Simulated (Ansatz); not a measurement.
## Reading a saddle point

A first-order saddle point of SiAsH7S, singlet, PBE0-D4/def2-TZVP, with one imaginary mode of 874i cm⁻¹:

Si1  (-0.612, 0.645, 0.882)
S2  (1.586, 0.996, -0.020)
H3  (-1.471, 1.604, 0.153)
H4  (-0.147, 1.387, 2.103)
H5  (-1.242, -0.548, 1.518)
H6  (0.781, 0.083, -0.866)
As7  (-0.913, -1.084, -1.218)
H8  (2.053, -0.075, 0.643)
H9  (0.021, -2.188, -0.734)
H10  (-0.057, -0.820, -2.461)
(Å)

Ansatz 0.2.0; basis: def2-TZVPP and def2-QZVPP; cores frozen in the correlated methods. Filled d shells of the heavier atoms are correlated. The def2 sets are not built for correlating such inner shells, so the correlated values are less sure here. Extrapolation: Hartree–Fock as exp(−7.88 √X), correlation as X^−2.97.

Question: Which contacts change along the imaginary mode, and what lies on either side? (A judgement: the text doesn't fix the answer.)

Answer: By the calculation: The step is SiH₄S ([SiH3][SH]) + AsH₃ → SiAsH₅ ([SiH3][AsH2]) + H₂S, with the molecules in contact on both sides. Shortening one way: Si1–As7, S2–H6; lengthening the same way: Si1–S2, H6–As7.
| pair | one side (Å) | saddle (Å) | other side (Å) |
| --- | --- | --- | --- |
| Si1–As7 | 3.89 | 2.74 | 2.36 |
| S2–H6 | 3.70 | 1.48 | 1.34 |
| Si1–S2 | 2.14 | 2.40 | 3.96 |
| H6–As7 | 1.52 | 2.09 | 4.54 |

Question: Which side is lower, and how far does the saddle lie above each? (To be estimated.)

Answer: The calculation gives: The side with Si1–S2, H6–As7 short is lower by 6.17 kcal/mol; the saddle lies 57.71 kcal/mol above it and 51.53 kcal/mol above the other (CCSD(T) at an estimated basis limit (MP2 extrapolated from triple and quadruple zeta, plus CCSD(T) − MP2 in triple zeta); electronic energies).

The T1 diagnostic stays at or below 0.013.

Labels in which every atom is bracketed show which atoms are joined, not bond orders.

For scale, one of the runs: CCSD(T)/def2-TZVPP, 230 basis functions, launched by `ansatz run in.yaml --threads 4 --pin off --events-out ev --progress --plain --max-ram 9574MiB`. Time: 86 s of wall clock on 4 CPU threads of an Arm Neoverse V2; the host was shared. Peak host memory: 3.6 GiB.
